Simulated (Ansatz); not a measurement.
Computed with Ansatz on PBE0-D4/def2-TZVP structures; ΔE is electronic, products minus reactants. CCSD(T)/CBS adds triple-zeta CCSD(T) − MP2 to the extrapolated MP2 energy (def2 sets, frozen cores). DFT in def2-TZVPP. For Ge, Se outer-core shells are correlated without core-valence functions, which leaves a few kJ/mol of doubt a bond. Scalar relativity is left out up to krypton.

`FC(F)(F)[O][GeH3]` + `C[SeH]` → `C[Se]C(F)(F)F` + `[OH][GeH3]`  (substitution at a C–O bond)

```tsv
level	ΔE (kJ/mol)	difference from CCSD(T)/CBS
revPBE-D4	29.6	-9.4
BLYP-D4	30.9	-8.1
B2PLYP	42.8	3.8
r2SCAN	42.8	3.8
r2SCAN0	50.5	11.5
BHLYP	55.5	16.5
RPA@PBE/def2-TZVPP	44.7	5.7
MP2/def2-TZVPP	40.6	1.6
HF/CBS(def2)	72.3	33.3
CCSD/CBS(def2)	43.1	4.1
CCSD(T)/CBS	39.0	0
```

Largest T1 diagnostic among the species: 0.012.

From BLYP to BHLYP (50 % exact exchange), in def2-TZVPP and without D4, ΔE moves by +22.1 kJ/mol. Leaving LDA and LC-ωPBE aside and taking each functional with its dispersion term where it has one, the values, not all of them listed here, spread over 24.0 kJ/mol, from revPBE-D4 to BHLYP-D4. LDA lies +10.2 kJ/mol from PBE without D4.
